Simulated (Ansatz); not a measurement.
Isolated molecules relaxed with PBE0-D4/def2-TZVP in Ansatz; ΔE leaves out vibrations. CBS: MP2 limit from def2 TZ/QZ plus the TZ coupled-cluster correction, frozen cores. DFT in def2-TZVPP. One conformer a species, not always the lowest.

Reaction (ligand exchange at the Si–O bond): `F[Si](F)(F)O[SiH3]` + `OC[SiH2]Cl` → `[SiH3]OC[SiH2]Cl` + `O[Si](F)(F)F`

`F[Si](F)(F)O[SiH3]`:

Z-matrix (Å, degrees):
```
Si
F 1 1.570
F 1 1.570 2 107.8
F 1 1.568 2 108.1 3 116.6
O 1 1.585 2 111.3 3 -122.3
Si 5 1.646 1 156.2 2 57.7
H 6 1.482 5 109.1 1 61.1
H 6 1.482 5 109.1 1 -59.3
H 6 1.480 5 107.6 1 -179.1
```

`OC[SiH2]Cl`:

```xyz
9

O     1.532   -0.086   -0.837
C     0.173   -0.478   -0.765
Si   -0.632    0.054    0.850
Cl   -0.298    2.087    1.014
H     1.581    0.863   -0.684
H     0.154   -1.570   -0.830
H    -0.409   -0.103   -1.620
H    -2.099   -0.176    0.846
H    -0.003   -0.590    2.026
```

`[SiH3]OC[SiH2]Cl`:

Z-matrix (Å, degrees):
```
Si
O 1 1.649
H 1 1.480 2 106.4
H 1 1.489 2 110.3 3 -120.2
H 1 1.489 2 110.3 3 120.2
C 2 1.420 1 121.5 3 -179.8
Si 6 1.881 2 106.6 1 -179.8
H 6 1.098 2 111.5 1 -59.6
H 6 1.098 2 111.4 1 60.0
Cl 7 2.060 6 108.0 2 -179.8
H 7 1.481 6 110.6 2 61.6
H 7 1.481 6 110.6 2 -61.3
```

`O[Si](F)(F)F`:

Cartesian coordinates in Å:
```
O -1.207 -0.351 0.207
Si 0.355 -0.018 0.060
F 0.681 1.484 0.389
F 0.892 -0.291 -1.392
F 1.132 -0.934 1.064
H -1.854 0.109 -0.328
```

(1) Is it downhill or uphill in electronic energy at CCSD(T)/CBS, and by how much? (Best estimate.)

(2) What do these levels give: PBE0-D4, B2PLYP, PBE, MP2/def2-TZVPP, CCSD/def2-TZVPP, CCSD(T)/def2-TZVPP? (An estimate is asked.)

Largest T1 diagnostic among the species: 0.011.

## Answers

(1) The calculation gave: Uphill: ΔE = +4.3 kcal/mol.

(2) Ansatz gave: PBE0-D4 4.4, B2PLYP 4.1, PBE 4.0, MP2/def2-TZVPP 3.5, CCSD/def2-TZVPP 4.2, CCSD(T)/def2-TZVPP 3.9 kcal/mol.

In def2-TZVPP, CCSD(T) changes the Hartree–Fock value by −1.3 kcal/mol (the triples alone add −0.3 kcal/mol) and MP2 by −1.7 kcal/mol.
